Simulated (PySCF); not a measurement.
CH₆O₂Si, SMILES O[SiH](O)C.

Geometry: PBE0-D3(BJ)/def2-SVP. Other conformers were not sampled.

The numbers are results of r2SCAN/def2-TZVP run with PySCF, not measurements.

Symmetry labels are those of the subgroup Cs that the program uses (full group Cs).

Problem. List the valence orbital energies around the gap with their symmetry. (An estimate is asked for; the answer gives what the named calculation found.)

Solution. 
```tsv
orbital	symmetry	energy (eV)
HOMO−7	A'	-11.24
HOMO−6	A"	-10.03
HOMO−5	A'	-9.95
HOMO−4	A'	-9.35
HOMO−3	A"	-8.82
HOMO−2	A'	-8.26
HOMO−1	A"	-7.62
HOMO	A'	-7.46
LUMO	A'	0.34
LUMO+1	A"	1.07
LUMO+2	A'	1.55
LUMO+3	A'	2.66
```
